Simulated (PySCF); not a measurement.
LDA on Li⁻ (lithium, charge -1), [He] 2s2, closed-shell 1S. Calculation: PySCF 2.14, in dyall-av2z; the non-relativistic Hamiltonian (point nucleus).

```
cycle= 1 E= -7.36506236093069  delta_E= -0.00316  |g|= 0.0224  |ddm|= 0.135
cycle= 2 E= -7.36494857034225  delta_E= 0.000114  |g|= 0.00873  |ddm|=  0.2
cycle= 3 E= -7.36511304442117  delta_E= -0.000164  |g|= 0.00796  |ddm|= 0.185
cycle= 4 E= -7.36541841898822  delta_E= -0.000305  |g|= 0.00017  |ddm|= 0.0779
cycle= 5 E= -7.36541866470373  delta_E= -2.46e-07  |g|= 2.28e-05  |ddm|= 0.00331
cycle= 6 E= -7.36541866715425  delta_E= -2.45e-09  |g|= 4.56e-07  |ddm|= 0.000207
cycle= 7 E= -7.36541866715463  delta_E= -3.85e-13  |g|= 2.2e-08  |ddm|= 4.32e-06
converged SCF energy = -7.36541866715463  <S^2> = -3.9968029e-15  2S+1 = 1
```

Highest occupied orbital energy: 0.819 eV; ⟨L²⟩ = 0.00; populations by l: s 4.00, p 0.00.

**Question.** Can this result be used?

**Answer.** With care. The run converged. At LDA the highest occupied level has a positive energy, so only the finite basis holds that electron; in a semilocal or global hybrid functional this comes from self-interaction and does not mean that the real anion is unbound.
